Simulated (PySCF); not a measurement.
This script is equivalent to a calculation on Cd²⁺ (cadmium, charge +2).

```python
from pyscf import gto, scf, dft, mp, cc
import basis_set_exchange as bse
txt = bse.get_basis("def2-TZVP", elements=["Cd"], fmt="nwchem", header=False)
cut = txt.index("\nECP")
mol = gto.M(atom="Cd 0 0 0", charge=2, spin=0, symmetry="D2h",
            basis=gto.basis.parse(txt[:cut]),
            ecp={"Cd": gto.basis.parse_ecp(txt[cut:])})
mf = dft.UKS(mol, xc="PBE0")
mf.irrep_nelec = {'Ag': (3, 3), 'B1g': (1, 1), 'B2g': (1, 1), 'B3g': (1, 1), 'B1u': (1, 1), 'B2u': (1, 1), 'B3u': (1, 1)}
mf.kernel()
```

(1) What total energy does it give?

(2) Which occupied shell lies highest, and where?

Energies and moments cover only the electrons outside the core potential.

## Answers

(1) -166.823 hartree (calculated).

(2) 4d, at -32.531 eV.
